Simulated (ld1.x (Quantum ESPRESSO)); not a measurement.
Ca: excitation energies, all-electron against PAW

```
Element                 : Ca (Z = 20)
Generator               : ld1.x (Quantum ESPRESSO) 7.5
Type                    : PAW
Functional              : PBE
Relativity              : fully relativistic
Frozen core             : [Ne]
Valence charge          : 10
Reference configuration : 3s2 3p6 3d0 4s2 4p0
Partial waves           : 3s (bound): rcut 1.55, rcutus 1.60 bohr; 4s (bound): rcut 1.55, rcutus 1.60 bohr; 3p (bound): rcut 2.40, rcutus 2.75 bohr; 4p (bound, empty): rcut 2.40, rcutus 2.75 bohr; 3d (bound, empty): rcut 1.30, rcutus 1.75 bohr; 3d channel at 0.4 Ry: rcut 1.30, rcutus 1.75 bohr
Local potential         : all-electron potential smoothed inside 2.55 bohr (lloc = -2)
Core correction         : a·sin(br)/r model core inside 1.10 bohr
Augmentation charge     : BESSEL, radius 1.35 bohr
```

Open shells are filled in proportion to 2j + 1 (rel_dist='average').

Energies are relative to the spin-unpolarised reference configuration 3s2 3p6 3d0 4s2 4p0; without spin polarisation the order of configurations can differ from experiment. Not all tests gave a result: test run stopped at test 5 of 7 (negative rho).

**Question.** Give the all-electron excitation energy and the error of the potential for: 3s2 3p6 3d0 4s1 4p0; 3s2 3p6 3d0 4s0 4p0; 3s2 3p6 3d0 4s1.5 4p0; 3s2 3p6 3d0 4s1 4p1.

**Answer.**

```
valence configuration  charge  ΔE all-electron (eV)  error AE − PS (meV)
  3s2 3p6 3d0 4s1 4p0      +1                 6.309                 +0.8
  3s2 3p6 3d0 4s0 4p0      +2                18.130                 +0.1
3s2 3p6 3d0 4s1.5 4p0    +0.5                 2.504                 +0.2
  3s2 3p6 3d0 4s1 4p1       0                 2.422                 +5.2
```

The ghost test of this file was not conclusive.
